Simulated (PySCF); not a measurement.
C₄H₄F₂, SMILES FC1=CC[C@H]1F.

Coordinates come from a PBE-D3(BJ)/def2-SVP optimisation. The structure was generated by enumeration; whether it is a known compound was not checked.

Calculation: TDDFT-PBE/def2-SVPD run with PySCF.

Vertical excitations. 

```csv
state,energy (eV),λ (nm),f,main pairs
S1,6.32,196,0.089,HOMO→LUMO 77 %
S2,6.71,185,0.002,HOMO−1→LUMO 88 %
S3,6.74,184,0.000,"HOMO−2→LUMO 74 %, HOMO→LUMO+1 15 %"
S4,6.86,181,0.018,"HOMO→LUMO+1 64 %, HOMO→LUMO+2 19 %"
S5,7.03,176,0.023,HOMO→LUMO+2 76 %
S6,7.41,167,0.043,HOMO→LUMO+3 83 %
S7,7.83,158,0.013,HOMO→LUMO+4 98 %
S8,8.22,151,0.016,HOMO−1→LUMO+1 96 %
S9,8.25,150,0.001,HOMO−3→LUMO 94 %
S10,8.36,148,0.011,"HOMO−2→LUMO+1 68 %, HOMO→LUMO+5 20 %"
T1,4.21,294,0,HOMO→LUMO 98 %
T2,6.32,196,0,HOMO−1→LUMO 98 %
T3,6.54,190,0,HOMO−2→LUMO 98 %
T4,6.66,186,0,HOMO→LUMO+1 98 %
```
Triplets are in the Tamm–Dancoff approximation, which puts them higher than full response would, so one can lie above its singlet here.
